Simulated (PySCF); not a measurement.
C2H4BFO3.
Atom-mapped SMILES: `[OH:1][B:2]1[O:3][CH2:4][C@@H:5]([F:6])[O:7]1` (hydrogens: H8 on O1; H9, H10 on C4; H11 on C5)

A GFN2-xTB structure with every atom displaced at random (by about 0.01 Å) was refined with PBE0-D3(BJ)/def2-SVP geometry optimisation, gas phase in PySCF 2.14.0. Values at the start:

| coordinate | start |
| --- | --- |
| O1–B2 | 1.348 Å |
| O1–H8 | 0.950 Å |
| B2–O3 | 1.375 Å |
| B2–O7 | 1.371 Å |
| O3–C4 | 1.357 Å |
| C4–C5 | 1.567 Å |
| C4–H9 | 1.101 Å |
| C4–H10 | 1.114 Å |
| C5–F6 | 1.387 Å |
| C5–O7 | 1.377 Å |
| C5–H11 | 1.092 Å |
| O1–B2–O3 | 125.3° |
| O1–B2–O7 | 123.4° |
| B2–O3–C4 | 109.7° |
| B2–O7–C5 | 109.2° |
| O3–B2–O7 | 111.2° |
| O3–C4–C5 | 105.0° |
| C4–C5–F6 | 109.3° |
| C4–C5–O7 | 104.3° |
| O1–B2–O7–C5 | -177° |
| B2–O3–C4–C5 | -4° |
| O3–C4–C5–F6 | -110° |
| C4–C5–O7–B2 | -7° |

How do these coordinates change at the PBE0-D3(BJ)/def2-SVP level?

| coordinate | PBE0-D3(BJ)/def2-SVP (Å or °) | change |
| --- | --- | --- |
| O3–C4 | 1.411 | +0.054 |
| C4–C5 | 1.537 | -0.030 |
| C5–F6 | 1.366 | -0.021 |
| C4–H10 | 1.100 | -0.014 |
| O1–H8 | 0.962 | +0.012 |
| C5–H11 | 1.102 | +0.010 |
| B2–O7 | 1.380 | +0.009 |
| C5–O7 | 1.382 | +0.005 |
| B2–O3 | 1.370 | -0.005 |
| O1–B2 | 1.345 | -0.003 |
| C4–H9 | 1.103 | +0.002 |
| B2–O3–C4 | 107.1 | -2.6 |
| O3–B2–O7 | 112.7 | +1.5 |
| O1–B2–O7 | 122.1 | -1.3 |
| B2–O7–C5 | 108.0 | -1.2 |
| C4–C5–O7 | 105.2 | +0.9 |
| C4–C5–F6 | 110.0 | +0.7 |
| O1–B2–O3 | 125.2 | -0.1 |
| O3–C4–C5 | 105.1 | +0.1 |
| O3–C4–C5–F6 | -104 | +6 |
| B2–O3–C4–C5 | -10 | -6 |
| C4–C5–O7–B2 | -13 | -6 |
| O1–B2–O7–C5 | -174 | +3 |

The energy falls by 2.4 kcal/mol over 7 energy and gradient evaluations, the largest force component goes from 0.0410 to 2.4e-04 Eh/bohr, and the atoms move by 0.055 Å rms after alignment. The bond that changes most is O3–C4 (boron-bound oxygen to sp3 carbon bound to oxygen), which lengthens by 0.054 Å. Bonds longer at the end by more than 0.005 Å: 4 of 11; shorter: 3. Rotational constants go from 5522, 2195, 1747 to 5426, 2233, 1786 MHz.

The run used 118 basis functions and 52 SCF cycles in all. Time: 39 s wall; peak memory 0.51 GiB. Hardware: Arm Neoverse V1, one thread, no GPU (shared host).

No frequency check. The numbers are those of one conformer.

Conformer computed: `[OH:1][B:2]1[O:3][CH2:4][C@@H:5]([F:6])[O:7]1`: H–O1–B2–O3 0°.
